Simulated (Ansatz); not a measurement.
`[Cl][Zr]([Cl])([Cl])[I]` + H₂O → `[OH][Zr]([Cl])([Cl])[Cl]` + HI at 500 K and 1 bar (formal hydrolysis of a Zr–I bond).

Calculated with Ansatz (gas phase, PBE0-D4/def2-TZVP geometries, no zero-point term in ΔE). CCSD(T)/CBS is the MP2 limit (def2-TZVPP, def2-QZVPP) plus CCSD(T) − MP2 in def2-TZVPP, frozen cores. This one scheme is used for every species. def2 core potentials past Kr. For I, Zr outer-core shells are correlated without core-valence functions, which leaves a few kJ/mol of doubt a bond. Each species was taken in one conformer, which may not be the lowest.

```
                   species  CCSD(T)/CBS energy (Eh)  H − E (kJ/mol)  S (J/(mol·K))
 `[Cl][Zr]([Cl])([Cl])[I]`              -1724.06608            55.8          452.8
                       H₂O                -76.37941            73.2          206.3
`[OH][Zr]([Cl])([Cl])[Cl]`              -1502.40323            89.7          442.9
                        HI               -298.03592            28.6          221.6
```

H − E and S are ideal-gas, rigid-rotor, harmonic terms from PBE0-D4/def2-TZVP, for one conformer and one mirror image of each species. 1 Eh = 2625.50 kJ/mol, R = 8.31446 J/(mol·K).

Question: By hand: ΔE, ΔH, ΔS and ΔG.

Answer: ΔE = (-1502.40323) + (-298.03592) − (-1724.06608) − (-76.37941) = 0.00634 Eh = 16.6 kJ/mol. Δ(H − E) = 89.7 + 28.6 − 55.8 − 73.2 = -10.7, so ΔH = 5.9 kJ/mol. ΔS = 442.9 + 221.6 − 452.8 − 206.3 = 5.4 J/(mol·K). ΔG = 5.9 − 500 × (5.4)/1000 = 3.2 kJ/mol.

Question: By hand: the equilibrium constant, and the temperature at which ΔG would vanish if ΔH and ΔS stayed fixed.

Answer: log₁₀ K = −ΔG/(RT ln 10) = -0.3. ΔG = 0 at ΔH/ΔS = 1093 K, though so small a ΔH makes that figure unsure.

TΔS isn't small against ΔH here. The sign of ΔG lies within the doubt. A doubt of 5 kJ/mol in ΔE shifts log₁₀ K by 0.5 here. Other conformers and mirror images would add mixing entropy, several J/(mol·K) or more a flexible species. These are equilibria of isolated gas molecules and say nothing of rates. Largest T1 diagnostic: 0.016 (customary marks: 0.02 for closed shells, 0.045 for open ones).
